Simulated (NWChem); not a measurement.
System meant: SnClF, singlet; SMILES [Sn]([Cl])[F]

The following NWChem deck was run.

```
start job
memory heap 200 mb stack 900 mb global 1100 mb
geometry units angstroms noautoz
  Sn    -0.343846     0.445079     0.000000
  F      1.439574     1.241775     0.000000
  Cl     0.331746    -1.843791     0.000000
end
basis spherical
  * library def2-svp
end
ecp
  Sn library def2-ecp
end
dft
  xc pbe0
  iterations 4
  mulliken
end
task dft energy
```

End of the output:

```
    Atom       Charge   Shell Charges
 -----------   ------   -------------------------------------------------------
    1 Sn  22    21.51   1.19  0.80  1.09  0.75  3.01  2.81  0.95  0.59  9.47  0.85
    2 F    9     9.34   1.98  1.04  0.82  3.20  2.30  0.00
    3 Cl  17    17.15   2.00  1.96  1.06  0.83  5.82  2.25  3.23  0.01

 center of mass
 --------------
 x =  -0.04876215 y =   0.07798287 z =   0.00000000

 moments of inertia (a.u.)
 ------------------
         610.656047906481           0.000000000000           0.000000000000
           0.000000000000         203.166579257151           0.000000000000
           0.000000000000           0.000000000000         813.822627163631

     Multipole analysis of the density
     ---------------------------------

     L   x y z        total         alpha         beta         nuclear
     -   - - -        -----         -----         ----         -------
     0   0 0 0     -0.000000    -24.000000    -24.000000     48.000000

     1   1 0 0     -1.200775     -9.655262     -9.655262     18.109750
     1   0 1 0      0.656661     11.816265     11.816265    -22.975868
     1   0 0 1      0.000000      0.000000      0.000000      0.000000

     2   2 0 0    -32.869013    -57.612299    -57.612299     82.355586
     2   1 1 0     -1.784940     -9.392336     -9.392336     16.999731
     2   1 0 1     -0.000000     -0.000000     -0.000000      0.000000
     2   0 2 0    -33.852925   -153.171056   -153.171056    272.489188
     2   0 1 1     -0.000000     -0.000000     -0.000000      0.000000
     2   0 0 2    -27.831172    -13.915586    -13.915586      0.000000

 ------------------------------------------------------------------------
 dft energy failed                                                                                  0
 ------------------------------------------------------------------------
 ------------------------------------------------------------------------
  current input line :
    19: task dft energy
 ------------------------------------------------------------------------
 ------------------------------------------------------------------------
 This type of error is most commonly associated with calculations not reaching convergence criteria
 ------------------------------------------------------------------------
 For more information see the NWChem manual at https://nwchemgit.github.io

0:dft energy failed:Received an Error in Communication
```

Q: Can this run be used? If not, why, and what is the fix?

A: The run did not converge; its last values are not results. Cause: the SCF was allowed too few iterations. This input runs:
```
start job
memory heap 200 mb stack 900 mb global 1100 mb
geometry units angstroms noautoz
  Sn    -0.343846     0.445079     0.000000
  F      1.439574     1.241775     0.000000
  Cl     0.331746    -1.843791     0.000000
end
basis spherical
  * library def2-svp
end
ecp
  Sn library def2-ecp
end
dft
  xc pbe0
  iterations 150
  mulliken
end
task dft energy
```
It converges to -773.96631 Ha (PBE0/def2-SVP with def2 effective core potentials on Sn).
